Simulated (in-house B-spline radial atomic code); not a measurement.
A calculation on Hg⁺ (with a hole in an inner shell): its settings, and results tabulated from the run. Computed with a B-spline radial code for spherical atoms: Dirac-Hartree-Fock, average of the jj configuration, Fermi nucleus of rms radius 5.4648 fm.

In the input, a minus or plus after the letter marks the j = l - 1/2 or j = l + 1/2 subshell.

Command:
```bash
python run_scf.py task.json out
```
Settings (nuclear radius in fm, mass in u):
```
Z                80
configuration    1s2 2s2 2p6 3s2 3p6 3d10 4s2 4p6 4d10 4f14 5s2 5p6 5d-3 5d+6 6s2
hamiltonian      dirac
method           hf
spin_polarised   False
nucleus          fermi
rms_radius       5.4648
atomic_mass      201.97064
speed_of_light   137.035999084
```

Output (hartree, bohr):
```
 radial grid: 81 intervals, B-splines of order 8, outer radius 60 bohr

 iter        energy (Eh)    residual
    1      -19647.037695    9.31e-01
    2      -19647.609296    1.66e-01
    3      -19648.315521    1.53e-02
    4      -19648.316751    7.50e-03
    5      -19648.317098    8.07e-04
    6      -19648.317118    2.11e-04
    7      -19648.317119    6.31e-05
    8      -19648.317120    2.22e-05
    9      -19648.317120    6.21e-06
   10      -19648.317120    7.57e-07

 total energy                    -19648.31712
 kinetic                           22643.5113
 electron-nucleus                 -49525.7433
 electron-electron                  7233.9149

 first-order corrections (not in the total)
   Gaunt                            25.3534
   retardation                      -2.6886
   frequency dependence             -0.4968
   self-energy                      18.9985
   Uehling                          -3.9093
   Wichmann-Kroll                    0.1739
   recoil                            0.0321

 orbital      occ     eigenvalue          <r>       <r^2>       <1/r>       r_max    small
 1s1/2      2.000     -3074.7196    0.0165906 0.000380886     97.4979     0.01023  9.25e-02
 2s1/2      2.000      -550.7432    0.0692175  0.00573524     24.0263     0.05933  2.13e-02
 2p1/2      2.000      -527.3429    0.0569998  0.00406441     23.9386     0.04368  2.13e-02
 2p3/2      4.000      -455.6491    0.0656319  0.00524645     19.4011     0.05113  1.89e-02
 3s1/2      2.000      -133.6030     0.179787    0.037123        8.83      0.1668  7.14e-03
 3p1/2      2.000      -123.1276     0.170401   0.0339083     8.72822      0.1558  7.07e-03
 3p3/2      4.000      -107.0346     0.186114   0.0402441     7.55022      0.1708  6.38e-03
 3d3/2      4.000       -89.9228     0.162255   0.0309176     7.42902      0.1331  6.24e-03
 3d5/2      6.000       -86.5109      0.16704   0.0326403     7.16232      0.1372  6.05e-03
 4s1/2      2.000       -31.1375     0.399022    0.179752     3.72042      0.3762  2.40e-03
 4p1/2      2.000       -26.6088     0.401584     0.18352     3.60795      0.3747  2.31e-03
 4p3/2      4.000       -22.6780     0.433965    0.214051     3.21913      0.4047  2.06e-03
 4d3/2      4.000       -15.2772     0.441902    0.225697      3.0119      0.3978  1.86e-03
 4d5/2      6.000       -14.5433     0.452425    0.236294     2.92112      0.4072  1.79e-03
 4f5/2      6.000        -4.9572      0.47618    0.272434     2.55866      0.3658  1.42e-03
 4f7/2      8.000        -4.8006      0.48309    0.280549     2.52136      0.3705  1.39e-03
 5s1/2      2.000        -5.5796     0.912036    0.932476     1.49306      0.8339  5.89e-04
 5p1/2      2.000        -3.9691     0.980837     1.08627     1.37325      0.8786  5.12e-04
 5p3/2      4.000        -3.3150      1.07235      1.2996     1.23054      0.9539  4.35e-04
 5d3/2      3.000        -1.0936      1.38155      2.2257    0.947762       1.127  2.69e-04
 5d5/2      6.000        -1.0225      1.43514     2.40427    0.907942       1.163  2.48e-04
 6s1/2      2.000        -0.6720      2.53031     7.25731     0.50402       2.162  7.91e-05
```

Cost of the run: 1.9 s on 1 thread of Arm Neoverse V1, with other jobs on the host.

For the Dirac Hamiltonian the kinetic term is c α·p + (β - 1)c².
